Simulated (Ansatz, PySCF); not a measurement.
Series SiXY, Y = fluoro, computed as singlets and as triplets. Isolated molecules, 0 K electronic values unless said otherwise. One relaxed conformer stands for each flexible species; it need not be the lowest. Strings in code marks are SMILES.

Quantity: adiabatic spin-state energy, in kcal/mol. HF references are unrestricted for open shells and restricted for singlets. The restricted reference of `F[Si]F`, `F[Si]Cl`, `F[Si][SiH3]` and `F[SiH]` is unstable towards unrestricted orbitals.

Level 1: frozen-core CCSD(T) with HF/cc-pVQZ and the correlation energy extrapolated as X^-3 from cc-pVTZ and cc-pVQZ // PBE0-D3(BJ)/def2-TZVP (Ansatz, a program for electronic structure)
Level 2: PBE-D3(BJ)/def2-TZVP // PBE0-D3(BJ)/def2-TZVP (PySCF)
Level 3: PBE0/cc-pVTZ // PBE0-D3(BJ)/def2-TZVP (Ansatz)
Level 4: HF/6-31G* // PBE0-D3(BJ)/def2-TZVP (PySCF)

| species | level 1 | level 2 | level 3 | level 4 |
|---|---|---|---|---|
| `F[Si]F`: multiplicity 3 minus multiplicity 1 | 73.8 | 69.6 | 68.3 | 56.6 |
| `F[SiH]`: multiplicity 3 minus multiplicity 1 | 38.8 | 34.3 | 33.2 | 23.5 |
| `O[Si]F`: multiplicity 3 minus multiplicity 1 | 70.2 | 65.5 | 64.5 | 53.7 |
| `N[Si]F`: multiplicity 3 minus multiplicity 1 | 63.9 | 58.9 | 58.2 | 48.1 |
| `F[Si][SiH3]`: multiplicity 3 minus multiplicity 1 | 24.8 | 21.5 | 20.3 | 11.0 |
| `F[Si]Cl`: multiplicity 3 minus multiplicity 1 | 63.0 | 58.9 | 57.6 | 45.3 |
